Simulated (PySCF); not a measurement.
AsH₂ to AsH₅: adding ligands

Level: PBE0 in the def2-TZVP basis family, all electrons, no relativity, computed in PySCF with density fitting; open shells unrestricted.

Each entry is the lowest minimum that a search over a few typed start shapes (and spin states, where more than one is plausible) found, or that minimum re-optimised at the stated level; isomers with ligand–ligand bonds, or fragments after loss of a ligand pair, can lie lower.

```json
{"molecule": "AsH₂", "2S+1": "2", "point group": "C2v", "mean bond to As (Å)": "1.526", "atomisation (kJ/mol)": "579", "polar-tensor charge of As": "0.23", "dipole (D)": "0.30", "lowest ω (cm⁻¹)": "1005"}
{"molecule": "AsH₃", "2S+1": "?", "point group": "?", "mean bond to As (Å)": "?", "atomisation (kJ/mol)": "?", "polar-tensor charge of As": "?", "dipole (D)": "?", "lowest ω (cm⁻¹)": "?"}
{"molecule": "AsH₄", "2S+1": "2", "point group": "C2v", "mean bond to As (Å)": "1.582", "atomisation (kJ/mol)": "925", "polar-tensor charge of As": "0.69", "dipole (D)": "0.26", "lowest ω (cm⁻¹)": "637"}
{"molecule": "AsH₅", "2S+1": "1", "point group": "D3h", "mean bond to As (Å)": "1.559", "atomisation (kJ/mol)": "1119", "polar-tensor charge of As": "1.39", "dipole (D)": "0.00", "lowest ω (cm⁻¹)": "487"}
```

(1) Fill in the row of AsH₃.

Results:

(1) 2S+1: 1; point group: C3v; mean bond to As (Å): 1.522; atomisation (kJ/mol): 900; polar-tensor charge of As: 0.39; dipole (D): 0.34; lowest ω (cm⁻¹): 922.

Left out of the table are members whose search was unfinished or whose lowest solution was spin-contaminated, unstable, very soft or bonded differently.
